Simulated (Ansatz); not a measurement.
Consider the formal exchange of groups at a Ge–C bond: `FC[CH](F)[GeH3]` + `C=C` → `C=[CH][GeH3]` + `FCCF`.

Isolated molecules relaxed with PBE0-D4/def2-TZVP in Ansatz; ΔE leaves out vibrations. CBS: MP2 limit from def2 TZ/QZ plus the TZ coupled-cluster correction, frozen cores. This one scheme is used for every species. For Ge outer-core shells are correlated without core-valence functions, which leaves a few kJ/mol of doubt a bond. Scalar relativity is left out up to krypton. One conformer a species, not always the lowest.

```tsv
species	CCSD(T)/def2-TZVPP energy (Eh)
`FC[CH](F)[GeH3]`	-2354.73531
`C=C`	-78.43996
`C=[CH][GeH3]`	-2155.24154
`FCCF`	-277.94043
```

Q: Work out ΔE.

A: ΔE = (-2155.24154) + (-277.94043) − (-2354.73531) − (-78.43996) = -0.00670 Eh = -4.2 kcal/mol. CCSD(T)/CBS gives -3.7 kcal/mol.

Largest T1 diagnostic among the species: 0.012.

In def2-TZVPP, CCSD(T) changes the Hartree–Fock value by +2.0 kcal/mol (the triples alone add +0.2 kcal/mol) and MP2 by +1.5 kcal/mol. From PBE to PBE0 (25 % exact exchange), in def2-TZVPP and without D4, ΔE moves by −0.8 kcal/mol.
